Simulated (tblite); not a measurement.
C3H9NO2Si2.
Z-matrix (Å and degrees, GFN2-xTB geometry), rows numbered from 1:
```
N 
C   1  1.3500
O   2  1.2162  1  122.16
Si  2  1.9107  1  116.01  3   179.32
C   4  1.9071  2  116.61  1   -96.15
C   5  1.5373  4  106.43  2   142.94
Si  6  1.9067  5  107.86  4   -31.05
O   7  1.6430  6   98.73  5    20.52
H   1  1.0092  2  119.94  3     4.03
H   1  1.0044  2  119.93  3   173.52
H   4  1.4608  2  111.55  1   130.45
H   5  1.0927  4  109.63  2    25.00
H   5  1.0891  4  114.21  2   -94.37
H   6  1.0918  5  108.85  4    86.68
H   6  1.0898  5  110.78  4  -156.76
H   7  1.4560  6  113.99  5   133.39
H   7  1.4605  6  115.21  5   -91.38
```

Computed with GFN2-xTB (tblite): harmonic, unscaled wavenumbers at the GFN2-xTB geometry, gas phase. Errors from tens to a few hundred cm⁻¹ against measured bands are possible. Modes of hydrogen on silicon can be 10 to 20 % off. One conformer, not necessarily the lowest.

Harmonic wavenumbers (cm⁻¹): 37.1, 65.3, 92.0, 138.2, 183.0, 276.4, 340.3, 379.8, 384.8, 436.8, 454.8, 481.9, 577.9, 591.9, 621.5, 633.5, 650.0, 674.3, 689.5, 735.3, 765.0, 773.2, 794.8, 818.7, 908.6, 1036.7, 1040.7, 1057.1, 1131.3, 1257.3, 1271.2, 1272.1, 1445.4, 1472.6, 1489.6, 1716.1, 2275.6, 2285.1, 2319.2, 2955.0, 2968.6, 2991.0, 3000.6, 3423.9, 3525.6.

A = 2950, B = 933.7, C = 794.5 MHz; mass 147.017 u (most abundant isotopes); point group C1, symmetry number 1.

Question: What is the zero-point energy?

Answer: ½Σν̃ = 26220 cm⁻¹ = 74.97 kcal/mol.

Question: Give the ideal-gas entropy at 200 K and 1 bar in the rigid-rotor, harmonic-oscillator model (classical rotation).

Answer: Translation 38.91, rotation 28.19, vibration 19.33: S = 86.4 cal/(mol K).

Question: And Cp and H(200 K) − H(0)?

Answer: Cp = 29.52 cal/(mol K), of which vibrations give 21.57 (their classical limit is 45 R = 89.4); H(200 K) − H(0) = 3.66 kcal/mol without the zero-point energy, 2.07 from vibrations.

Question: What must be added to the electronic energy to get the Gibbs energy at 200 K and 1 bar?

Answer: ZPE + [H(200 K) − H(0)] − T·S = 74.97 + 3.66 − 17.28 = 61.35 kcal/mol.

Question: Which modes carry the vibrational entropy at 200 K?

Answer: 37.1 cm⁻¹: 4.62; 65.3 cm⁻¹: 3.51; 92.0 cm⁻¹: 2.84; 138.2 cm⁻¹: 2.08; 183.0 cm⁻¹: 1.58; 276.4 cm⁻¹: 0.92 cal/(mol K); the other 39 give 3.78 together.

Hindered rotation and anharmonicity are outside this model. Other conformers, if any are populated, would add a mixing term that is left out. The structure is chiral; the term R ln 2 for an equal mix with its mirror image is left out.

Hardware: one thread of an Arm Neoverse V2 (shared host). Cost: 0.59 s of wall time. The figure is for the frequency step alone.
